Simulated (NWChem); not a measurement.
CH$_{5}$Si, doublet; SMILES C[SiH2]

All runs: NWChem. Spin-unrestricted. In the optimisation the excess spin sits in a' (Cs, its own frame). Structure relaxed at the PBE0/def2-SVP, spin-unrestricted level. No stability test was run on the SCF state. Vertical excitations in the gas phase; the lowest state need not have the same character in each row. Excited states of an open shell can be spin-contaminated.

For level PBE0/def2-SVP, TDA:

```
Property                                                     Value
-----------------------------------------------------------  -----
lowest excitation (eV)                                        5.28
lowest empty minus highest occupied level, either spin (eV)   3.87
```

### Question
Estimate the same quantities for level B3LYP/def2-SVP, TDA.

### Answer
The lowest excitation (eV) is 5.07 and the lowest empty minus highest occupied level, either spin (eV) is 3.17.
